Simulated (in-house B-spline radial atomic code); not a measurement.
Checks on a self-consistent run for Cl, [Ne] 3s2 3p4 3d1. Level of theory: Dirac-Hartree-Fock, average of configuration, Fermi nucleus of rms radius 3.3654 fm; calculated with a radial B-spline atomic code at the basis-set limit.

| orbital | q | ε (Eh) | <1/r> | <r²> | small-component weight |
| --- | --- | --- | --- | --- | --- |
| 1s1/2 | 2 | -105.64271 | 16.6854 | 0.0111027 | 0.0036655 |
| 2s1/2 | 2 | -11.01856 | 3.34375 | 0.228765 | 0.00058412 |
| 2p1/2 | 2 | -8.45789 | 3.2268 | 0.202215 | 0.00055263 |
| 2p3/2 | 4 | -8.39320 | 3.20315 | 0.204298 | 0.00054892 |
| 3s1/2 | 2 | -1.34850 | 0.906427 | 2.60196 | 8.8947e-05 |
| 3p1/2 | 1.3333 | -0.79692 | 0.784317 | 3.44262 | 7.0688e-05 |
| 3p3/2 | 2.6667 | -0.79140 | 0.780512 | 3.47023 | 7.0235e-05 |
| 3d3/2 | 0.4 | -0.05893 | 0.13503 | 101.96 | 2.4313e-06 |
| 3d5/2 | 0.6 | -0.05894 | 0.135094 | 101.894 | 2.4338e-06 |

Electron-electron repulsion V_ee = 170.7923 hartree.

(1) What total energy follows from the eigenvalues?

(2) Does the Dirac virial theorem hold?

(3) What diamagnetic shielding (Lamb formula) and susceptibility (Langevin formula) do the radii give?

Results:

(1) The eigenvalues count the repulsion twice, so E = Σqε - V_ee = -289.740 - 170.792 = -460.532 hartree; the run printed -460.532.

(2) For a point nucleus E = -2c²Σq·w, with w the small-component weight. Here Σq·w = 0.012262 and c = 137.0360, so the ratio E/(-2c²Σq·w) is 1.000002.

(3) σ = (α²/3)Σq<1/r> = 64.3996/(3·137.036²) = 1143.1 ppm, and χ = -0.79199×10⁻⁶·Σq<r²> = -97.15×10⁻⁶ cm³/mol with Σq<r²> = 122.67 bohr². Both are non-relativistic formulas without the paramagnetism of open shells.
